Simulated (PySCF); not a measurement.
**Potential energy of CaHg along the bond**

Set-up: Ca def2-SVP, Hg def2-SVP with ECP60; scalar-relativistic core potentials (PySCF 2.14). Energies in eV from Ca + Hg in their ground configurations at the same level. State: ¹Σ⁺ (singlet), closed shell.

All columns are PBE0. A positive dipole means Ca(−)Hg(+).

```json
{"R (Å)": "3.352", "E (eV)": "-0.014", "μ (D)": "0.39", "Mulliken charge on Ca (basis-dependent)": "0.01", "HOMO (eV)": "-4.09", "LUMO (eV)": "-1.12", "Mayer bond order": "0.47", "⟨S²⟩": "0.00"}
{"R (Å)": "3.508", "E (eV)": "-0.050", "μ (D)": "0.23", "Mulliken charge on Ca (basis-dependent)": "0.02", "HOMO (eV)": "-4.14", "LUMO (eV)": "-1.07", "Mayer bond order": "0.40", "⟨S²⟩": "0.00"}
{"R (Å)": "3.664", "E (eV)": "-0.067", "μ (D)": "0.11", "Mulliken charge on Ca (basis-dependent)": "0.02", "HOMO (eV)": "-4.18", "LUMO (eV)": "-1.07", "Mayer bond order": "0.33", "⟨S²⟩": "0.00"}
{"R (Å)": "3.781", "E (eV)": "-0.073", "μ (D)": "0.03", "Mulliken charge on Ca (basis-dependent)": "0.03", "HOMO (eV)": "-4.21", "LUMO (eV)": "-1.06", "Mayer bond order": "0.29", "⟨S²⟩": "0.00"}
{"R (Å)": "3.898", "E (eV)": "-0.074", "μ (D)": "-0.03", "Mulliken charge on Ca (basis-dependent)": "0.03", "HOMO (eV)": "-4.23", "LUMO (eV)": "-1.05", "Mayer bond order": "0.25", "⟨S²⟩": "0.00"}
{"R (Å)": "4.015", "E (eV)": "-0.072", "μ (D)": "-0.08", "Mulliken charge on Ca (basis-dependent)": "0.03", "HOMO (eV)": "-4.26", "LUMO (eV)": "-1.04", "Mayer bond order": "0.21", "⟨S²⟩": "0.00"}
{"R (Å)": "4.171", "E (eV)": "-0.067", "μ (D)": "-0.13", "Mulliken charge on Ca (basis-dependent)": "0.02", "HOMO (eV)": "-4.28", "LUMO (eV)": "-1.03", "Mayer bond order": "0.17", "⟨S²⟩": "0.00"}
{"R (Å)": "4.366", "E (eV)": "-0.059", "μ (D)": "-0.17", "Mulliken charge on Ca (basis-dependent)": "0.02", "HOMO (eV)": "-4.30", "LUMO (eV)": "-1.00", "Mayer bond order": "0.13", "⟨S²⟩": "0.00"}
{"R (Å)": "4.600", "E (eV)": "-0.048", "μ (D)": "-0.19", "Mulliken charge on Ca (basis-dependent)": "0.02", "HOMO (eV)": "-4.32", "LUMO (eV)": "-0.96", "Mayer bond order": "0.09", "⟨S²⟩": "0.00"}
{"R (Å)": "4.912", "E (eV)": "-0.035", "μ (D)": "-0.19", "Mulliken charge on Ca (basis-dependent)": "0.01", "HOMO (eV)": "-4.33", "LUMO (eV)": "-0.90", "Mayer bond order": "0.06", "⟨S²⟩": "0.00"}
```

A fit through these points gives, at Re = 3.884 Å, μ = -0.02 D and dμ/dR = -0.489 D/Å; the reduced mass is 33.36 u.

Q: How strong is the fundamental in the double-harmonic approximation, I = 42.26·(dμ/dR)²/μred km/mol?

A: I = 42.26·(-0.489)²/33.36 = 0.303 km/mol at PBE0.

Closed-shell solutions of metal pairs were not tested for spin polarisation, which can lower them a little. The bond is weak. Basis-set superposition, not corrected here, can be much of De in a small basis, most of all at correlated wavefunction levels. Functionals without a dispersion term scatter widely for such bonds, and LDA overbinds them. Spin–orbit coupling is left out.
